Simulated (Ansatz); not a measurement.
Total energies of C9H20 (`CC(C)(C)CC(C)(C)C`).

Cartesian coordinates in Å:
```
C -0.369 1.179 -2.389
C -0.368 0.989 -0.870
C -1.818 0.927 -0.400
C 0.309 2.215 -0.256
C 0.430 -0.305 -0.601
C 0.453 -1.049 0.751
C 1.604 -2.054 0.663
C -0.832 -1.844 0.987
C 0.709 -0.141 1.950
H 0.651 1.209 -2.781
H -0.862 2.116 -2.663
H -0.896 0.361 -2.888
H -2.334 0.052 -0.803
H -2.357 1.816 -0.740
H -1.896 0.896 0.689
H 0.297 2.200 0.834
H 1.351 2.289 -0.580
H -0.204 3.127 -0.577
H 1.471 -0.073 -0.861
H 0.107 -1.045 -1.344
H 1.649 -2.674 1.563
H 1.479 -2.720 -0.197
H 2.565 -1.544 0.555
H -0.730 -2.464 1.883
H -1.702 -1.204 1.129
H -1.038 -2.510 0.144
H 0.846 -0.745 2.852
H -0.126 0.537 2.137
H 1.612 0.460 1.813
```

The species carries charge 0 and has multiplicity 1. The structure was optimised at the PBE0-D4/def2-TZVP level. Basis def2-TZVPP, the Gaussian-basis code of Ansatz.

RPA on PBE orbitals: Hartree–Fock energy of these orbitals -352.49998 Eh, correlation -2.70884 Eh (frozen core).

```
 functional  energy without D4 (Eh)  D4 term (kJ/mol)
LDA (SPW92)              -351.75357                 –
     revPBE              -355.00828            -237.3
     r2SCAN              -354.91381             -21.5
       PBE0              -354.69469             -63.8
      B3LYP              -355.15430            -116.5
    r2SCANh              -354.90432             -22.4
    r2SCAN0              -354.89180             -24.4
    ωB97M-V              -354.93102                 –
     B2PLYP              -354.78864                 –
   PBE-QIDH              -354.66064                 –
```

Question: Give the same for PBE, BLYP, B97M-V, HSE06 (plane-wave form), BHLYP, CAM-B3LYP, LC-ωPBE, ωB97X-V. (Best estimate.)

Answer: Ansatz gave: 
```json
{"functional": "PBE", "energy without D4 (Eh)": "-354.61737", "D4 term (kJ/mol)": "-74.6"}
{"functional": "BLYP", "energy without D4 (Eh)": "-354.89770", "D4 term (kJ/mol)": "-160.8"}
{"functional": "B97M-V", "energy without D4 (Eh)": "-355.16278", "D4 term (kJ/mol)": "–"}
{"functional": "HSE06 (plane-wave form)", "energy without D4 (Eh)": "-354.67124", "D4 term (kJ/mol)": "-59.0"}
{"functional": "BHLYP", "energy without D4 (Eh)": "-354.90360", "D4 term (kJ/mol)": "-81.0"}
{"functional": "CAM-B3LYP", "energy without D4 (Eh)": "-354.92423", "D4 term (kJ/mol)": "-63.9"}
{"functional": "LC-ωPBE", "energy without D4 (Eh)": "-354.93151", "D4 term (kJ/mol)": "–"}
{"functional": "ωB97X-V", "energy without D4 (Eh)": "-355.05374", "D4 term (kJ/mol)": "–"}
```

B3LYP takes the VWN-RPA correlation (the form of Gaussian; ORCA's B3LYP/G). HSE06 is the plane-wave form, built on full-range PBE exchange. The double hybrids freeze the cores in their second-order part.

LC-ωPBE has ω = 0.4 bohr⁻¹.
